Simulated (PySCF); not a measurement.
Isomers of C5H5O3 (doublet state). Computed with PBE0-D3(BJ)/def2-SVP geometry optimisation, gas phase (PySCF). Energies are electronic, without zero-point or thermal terms, for one conformer each. No frequencies were run at this level. Point groups hold within 0.08 Å. The open-shell SCF solutions weren't tested for stability.

Question: Order them by energy at this level, lowest first, and give relative energies in kcal/mol.
A. `[O:1]=[C:2]([OH:3])[C:4]1[CH2:5][CH:6]=[CH:7][O:8]1` (doublet state) with O1–C2–O3–H 0°, O1–C2–C4–C5 -1°
B. `[O:1]=[C:2]([OH:3])[C@H:4]1[CH:5][O:6][CH:7]=[CH:8]1` (doublet state) with O1–C2–O3–H -1°, O1–C2–C4–C5 91°

Answer: A (0.0), B (13.2).

| SMILES | E (Eh) | E rel (kcal/mol) | dipole (D) | point group | A, B, C (MHz) | ⟨S²⟩ |
| --- | --- | --- | --- | --- | --- | --- |
| O=C(O)[C]1CC=CO1 | -418.40263 | 0.0 | 2.44 | Cs | 4929, 1608, 1221 | 0.758 |
| O=C(O)[C@H]1[CH]OC=C1 | -418.38161 | 13.2 | 1.81 | C1 | 4615, 1589, 1431 | 0.757 |

Question: How do the relative energies change in single points at B3LYP/IGLO-III on C O, pcH-1 on H (no added dispersion term) on the same geometries?

Answer: 
| SMILES | PBE0-D3(BJ)/def2-SVP (kcal/mol) | B3LYP/IGLO-III on C O, pcH-1 on H (kcal/mol) | shift |
| --- | --- | --- | --- |
| O=C(O)[C]1CC=CO1 | 0.0 | 0.0 | 0.0 |
| O=C(O)[C@H]1[CH]OC=C1 | 13.2 | 14.3 | +1.1 |

Each column counts from its own lowest isomer. The order is unchanged; the largest shift is 1.1 kcal/mol.
